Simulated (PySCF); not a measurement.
# Reading the logs of faulty runs: BClGeH5Si cation

All numbers below are calculated, not measured. They come from PySCF 2.14.0, an open-source quantum chemistry program, on an isolated molecule that a program drew, which may never have been made. The molecule is BClGeH5Si cation (charge +1, singlet), drawn as the SMILES string `Cl[B+][SiH2][GeH3]`.

Each row is a Hartree-Fock (HF) and frozen-core CCSD(T) single point in the cc-pV(D+d)Z basis, meant for a local HF minimum. Run 1 is clean. Each other run has one planted mistake out of seven kinds, and not every kind appears here: one electron removed, one electron added, multiplicity raised by two, geometry at a saddle point, minimal basis STO-3G, one bond length entered in bohr, all coordinates scaled. The reference is restricted for singlets and unrestricted otherwise, and also for a bond in bohr. Adding or removing an electron swaps singlet and doublet. Electrons count all cores. HOMO and LUMO are orbital energies over both spins, the gradient is its largest component, and the lowest frequency (negative if imaginary) is given only where the gradient is small. Bond lengths are over the 8 bonds as drawn. T1 is the CCSD diagnostic: over 0.02 (restricted) or 0.045 (unrestricted) a single reference is doubtful. Germanium has the cc-pVDZ-PP basis, with a core potential (ECP10MDF) in place of its 10 inner electrons, and its 3s, 3p and 3d shells are frozen in CCSD(T).

Geometry of the clean run:
```xyz
9
BClGeH5Si cation, angstrom
Cl   -0.6869   -1.9426   -2.8578
B     0.4029   -2.0864   -1.6594
Si    1.7722   -2.2609   -0.1246
Ge    0.7463   -1.4409    1.9322
H     2.8773   -1.4572   -0.6807
H     2.0473   -3.7086   -0.1965
H     1.8112   -1.6209    3.0009
H    -0.4876   -2.2980    2.1759
H     0.3908    0.0190    1.6901
```

```
run  electrons  basis functions  <S^2>  HOMO (eV)  LUMO (eV)  gradient (hartree/bohr)  lowest frequency (cm^-1)  mean bond (Å)  longest bond (Å)      T1  HF (hartree)  CCSD(T) (hartree)                 mistake
  1         72              108  0.000     -15.42      -4.37                  8.3e-06                        57         1.7056             2.440  0.0175   -1069.15179        -1069.62525                no fault
  2         72              108  0.000     -15.25      -4.45                  2.6e-02                         -         1.7636             2.523  0.0183   -1069.14335        -1069.61892  all coordinates scaled
  3         73              108  0.769      -6.68       1.97                  5.8e-02                         -         1.7056             2.440  0.0157   -1069.35445        -1069.83187      one electron added
  4         72              108  2.024     -11.75      -8.16                  1.0e-01                         -         1.7056             2.440  0.0202   -1069.01181        -1069.46958                       ?
  5         72              108  0.942     -15.86      -5.62                  1.1e-02                         -         1.8865             3.073  0.0253   -1068.98393        -1069.41961                       ?
```

**Which mistake was planted in run 4, and what did it cost?**

Electrons, basis and geometry are unchanged, and <S^2> is 2.024, beside S(S+1) = 2.00 for a multiplicity of 3. So the mistake is: multiplicity raised by two. Subtracting run 1 and multiplying by 627.51 kcal/mol a hartree, the energy moved by 87.8 kcal/mol in HF and 97.7 kcal/mol in CCSD(T).

**Which mistake was planted in run 5, and what did it cost?**

The mean bond changes by a factor of 1.106 and the longest by 1.259, so the molecule wasn't scaled as a whole. A length L in bohr read as angstrom grows by (1/0.5292 - 1) L = 0.890 L. The 8 bonds together grew by 8 x 0.1809 = 1.447 Å, which gives L = 1.627 Å. That is bond Cl1-B2, 1.626 Å in the clean geometry. So the mistake is: one bond length entered in bohr. Subtracting run 1 and multiplying by 627.51 kcal/mol a hartree, the energy moved by 105.3 kcal/mol in HF and 129.0 kcal/mol in CCSD(T).

